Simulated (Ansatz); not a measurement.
Basis-set series for C$_{3}$H$_{10}$OSi (`CCOC[SiH3]`). The species carries charge 0 and has multiplicity 1. The geometry is a stationary point of PBE0-D4/def2-TZVP. It is one conformer, not always the lowest.

| functional | basis | functions | energy (Eh) | HOMO (eV) | LUMO (eV) |
| --- | --- | --- | --- | --- | --- |
| PBE0-D4 | def2-SVP | 124 | -484.44582 | -7.40 | 1.26 |
| PBE0-D4 | def2-QZVPP | 598 | -484.78847 | -7.56 | 0.43 |
| ωB97M-V | def2-SVP | 124 | -484.65483 | -9.79 | 3.04 |
| ωB97M-V | def2-QZVPP | 598 | -485.00863 | -9.97 | 1.65 |

Give the rows for def2-TZVPP. (Estimate.)

Ansatz gave: 
```csv
functional,basis,functions,energy (Eh),HOMO (eV),LUMO (eV)
PBE0-D4,def2-TZVPP,306,-484.76740,-7.53,0.73
ωB97M-V,def2-TZVPP,306,-484.98851,-9.94,2.23
```

Positive LUMOs are unbound and depend on the basis.
